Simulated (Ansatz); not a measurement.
Born–Oppenheimer molecular dynamics of H4OSn (6 atoms, charge 0, multiplicity 1). It starts at the highest image of a converged band. Of that band: Neighbouring images differ by up to 1.8 eV, so the band resolves the path poorly. A vibrational analysis at the climbing image gives one clearly imaginary mode, 1298i cm⁻¹: a first-order saddle point.

These are results of UKS PBE0-D4/def2-SVP in Ansatz, not measurements.

- ensemble: NVE (velocity Verlet)
- time step: 0.5 fs
- steps asked: 200
- starting velocities drawn for: 300 K
- seed: 8038

First frame:

```xyz
6
Properties=species:S:1:pos:R:3
O 0.378 -0.975 0.861
Sn -0.512 0.582 -0.374
H 1.005 -1.516 0.358
H -0.968 -1.042 0.124
H 0.620 0.900 -1.644
H -0.482 1.986 0.629
```

How far do the bonds stretch over the last three quarters of this one trajectory? (Pairs bonded in most of those frames.)


```csv
bond,mean (Å),spread (Å),shortest,longest
O1–Sn2,2.075,0.161,1.82,2.30
O1–H3,0.967,0.010,0.95,0.99
Sn2–H4,1.770,0.078,1.66,1.99
Sn2–H5,1.749,0.050,1.67,1.86
Sn2–H6,1.727,0.038,1.65,1.80
```

Mean temperature of the second half: 2182 K. The conserved energy stayed within 0.14 meV per atom of its start (net change -0.076 meV per atom), so the integration is sound. The system heated up, since it started high on the potential surface and ran downhill. A run of 0.1 ps of so small a system gives no equilibrium averages. The orbitals stay closed-shell, which can raise the energy where a bond breaks towards radicals; this wasn't checked here.

Time of the run: 7.7 min on 1 thread of Arm Neoverse V2 (shared host), peak memory 0.15 GiB.
